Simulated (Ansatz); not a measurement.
One change: `NC(S)N[SiH3]` becomes `NCS`.

Ansatz, PBE0-D4/def2-TZVP geometries, multiplicity 1. Each molecule was computed in one conformer, which needn't be the lowest.

```json
{"property": "size of the dipole moment (B3LYP/def2-TZVPP) / D", "`NC(S)N[SiH3]`": "1.63"}
{"property": "LUMO energy (PBE0/def2-TZVPP) / eV", "`NC(S)N[SiH3]`": "0.24"}
{"property": "LUMO energy (PBE/def2-TZVPP) / eV", "`NC(S)N[SiH3]`": "-0.66"}
{"property": "HOMO energy (B3LYP/def2-TZVPP) / eV", "`NC(S)N[SiH3]`": "-6.53"}
{"property": "size of the dipole moment (PBE/def2-TZVPP) / D", "`NC(S)N[SiH3]`": "1.71"}
{"property": "HOMO–LUMO gap (PBE/def2-TZVPP) / eV", "`NC(S)N[SiH3]`": "4.84"}
```

(1) Give the same properties after the change, and the shifts. (Estimate.)

## Answers

(1) Computed: 
```
                                        property  `NCS`  shift
size of the dipole moment (B3LYP/def2-TZVPP) / D   2.52   0.89
              LUMO energy (PBE0/def2-TZVPP) / eV   0.40   0.16
               LUMO energy (PBE/def2-TZVPP) / eV  -0.50   0.16
             HOMO energy (B3LYP/def2-TZVPP) / eV  -6.70  -0.17
  size of the dipole moment (PBE/def2-TZVPP) / D   2.49   0.78
             HOMO–LUMO gap (PBE/def2-TZVPP) / eV   5.16   0.32
```

With PBE0 the HOMO falls by 0.17 eV and the LUMO rises by 0.16 eV, so the gap widens by about 0.33 eV. PBE moves the HOMO by -0.16 eV and ωB97M-V by -0.17 eV. The zero-point energy changes by -85.5 kJ/mol with -15 modes. Dipoles are sizes alone; their direction can turn.

B3LYP here is the variant with VWN-RPA as its local correlation; programs differ in this.
